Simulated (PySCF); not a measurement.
Si(CF3)2(Cl)(F), C2ClF7Si, SMILES C(F)(F)(F)[Si](C(F)(F)F)(F)Cl (PBE0/def2-SVP optimised geometry):

```
11

F     -1.005    -2.914     1.603
C     -1.397    -1.637     1.577
F     -2.733    -1.617     1.597
F     -0.958    -1.047     2.690
Si    -0.732    -0.754     0.000
F     -1.294     0.754     0.000
Cl     1.294    -0.754     0.000
C     -1.397    -1.627    -1.581
F     -1.052    -2.918    -1.588
F     -0.914    -1.064    -2.690
F     -2.730    -1.558    -1.629
```

Method: PBE0/def2-TZVP (PySCF).

What are the frontier orbital energies and the dipole moment?

HOMO-2 -11.01 eV, HOMO-1 -10.62 eV, HOMO -9.79 eV, LUMO -0.68 eV, LUMO+1 -0.35 eV; dipole moment 0.97 D.

On the same geometry PBE/def2-TZVP (PySCF) gives HOMO-2 -9.35 eV, HOMO-1 -9.04 eV, HOMO -8.17 eV, LUMO -1.57 eV, LUMO+1 -1.29 eV; dipole moment 0.83 D.

Meta-Löwdin charges at PBE0/def2-TZVP: F1 -0.26, C2 0.56, F3 -0.26, F4 -0.26, Si5 1.15, F6 -0.48, Cl7 -0.23, C8 0.56, F9 -0.26, F10 -0.26, F11 -0.26.
